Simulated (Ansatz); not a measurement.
Basis-set extrapolation for `C=N[Si](O)(F)Cl` (PBE0-D4/def2-TZVP geometry, frozen core, the Gaussian-basis code of Ansatz). Multiplicity 1, RHF reference.

```
                       def2-TZVPP    def2-QZVPP
                 HF  -1017.135292  -1017.170511
    MP2 correlation     -1.139508     -1.237637
CCSD(T) correlation     -1.216364       not run
```

Energies in hartree. Use E(X) = E(∞) + A·exp(−7.88·√X) for Hartree–Fock and E(X) = E(∞) + B·X^(−2.97) for correlation, with X = 3 and 4, and add CCSD(T) minus MP2 of the smaller set to the MP2 limit.

Question: What is the CCSD(T) energy at the basis-set limit?

Answer: HF limit: -1017.170511 + (-0.035219) × 0.13774 = -1017.17536. MP2 limit: -1.237637 + (-0.098129) × 0.74074 = -1.31033. Higher-order term: -1.216364 − (-1.139508) = -0.07686. Total: -1018.56255 hartree, 553.7 kJ/mol below CCSD(T)/def2-TZVPP.
